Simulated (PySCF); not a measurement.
**Dipole response of Se⁺ (selenium, charge +1)**

[Ar] 3d10 4s2 4p3, high-spin 4S determinant. Computed with PySCF 2.14 in aug-cc-pV5Z-PP with ECP10MDF, with a scalar-relativistic core potential. Coupled (time-dependent) response in atomic units; α is the mean over directions.

```json
{"method": "UHF", "mean α (bohr³)": "14.13", "C₆ (like pair)": "86.86", "S(−4)": "47.48"}
{"method": "PBE", "mean α (bohr³)": "14.49", "C₆ (like pair)": "89.35", "S(−4)": "51.61"}
```

S(−4) is the Cauchy moment in α(ω) = α(0) + S(−4) ω² + …

α(iu) at UHF:

| u (hartree) | α(iu) (bohr³) |
| --- | --- |
| 0 | 14.13 |
| 0.0500 | 14.02 |
| 0.100 | 13.68 |
| 0.200 | 12.49 |
| 0.300 | 10.94 |
| 0.500 | 7.949 |
| 0.750 | 5.292 |
| 1.00 | 3.677 |
| 1.50 | 2.048 |
| 2.00 | 1.318 |
| 3.00 | 0.7040 |
| 5.00 | 0.3195 |

A single London oscillator, α(iu) = α/(1 + u²/ω²), gives C₆ = (3/4) ω α². Matching the computed C₆ needs ω = 4 × 86.86 / (3 × 14.13²) = 0.580 hartree.

For an ion, C₆ is the dispersion term alone; charge-induced terms of lower order in 1/R come first.

Energies and moments cover only the electrons outside the core potential.
